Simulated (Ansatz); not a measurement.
Species: CH$_{3}$Li, charge 0, singlet. CH3Li (SMILES [Li][CH3]).
B3LYP-D3(BJ)/def2-TZVP minimum from Ansatz (a program for electronic structure):
```xyz
5

Li    -1.1054    -0.6446    -0.9312
C      0.2701     0.1575     0.2275
H      0.8519    -0.5947     0.7758
H     -0.1547     0.8270     0.9867
H      0.9987     0.7566    -0.3338
```

Total energies in hartree (Ansatz). Radicals and triplets start from unrestricted determinants; spin-orbit coupling is neglected. Correlated methods leave the cores frozen. No relativity. Where a partner has so few electrons that a lower coupled-cluster level is exact, that level stands in.

| species | HF/def2-TZVPP | CCSD(T)/def2-TZVPP | HF/def2-QZVPP | CCSD(T)/def2-QZVPP | CCSDT(Q)/def2-QZVPP |
|---|---|---|---|---|---|
| 1: CH3Li (SMILES [Li][CH3]) | -47.03695 | -47.26718 | -47.03977 | -47.28146 | -47.28216 |
| 2: Li (doublet) | -7.43268 | -7.43268 | -7.43274 | -7.43274 | -7.43274 |
| 3: C (triplet) | -37.69248 | -37.78103 | -37.69363 | -37.78651 | -37.78701 |
| 4: H (doublet) | -0.49981 | -0.49981 | -0.49998 | -0.49998 | -0.49998 |

### Question
Work out the atomisation energy (electronic, to ground-state atoms) in kJ/mol: take Hartree-Fock from def2-QZVPP, extrapolate the CCSD(T) correlation energy as X^-3 (X = 3, 4), and add CCSDT(Q) - CCSD(T) in def2-QZVPP. 1 hartree = 2625.5 kJ/mol.

### Answer

Species 1: correlation (64·(-0.24169) - 27·(-0.23023))/37 = -0.25005; step -0.00070; E1 = -47.03977 + (-0.25005) + (-0.00070) = -47.29052
Species 2: correlation (64·(0.00000) - 27·(0.00000))/37 = 0.00000; step +0.00000; E2 = -7.43274 + (0.00000) + (+0.00000) = -7.43274
Species 3: correlation (64·(-0.09288) - 27·(-0.08855))/37 = -0.09604; step -0.00050; E3 = -37.69363 + (-0.09604) + (-0.00050) = -37.79017
Species 4: correlation (64·(0.00000) - 27·(0.00000))/37 = 0.00000; step +0.00000; E4 = -0.49998 + (0.00000) + (+0.00000) = -0.49998
-1·E1 +1·E2 +1·E3 +3·E4 = 0.56767 hartree = 1490.4 kJ/mol.
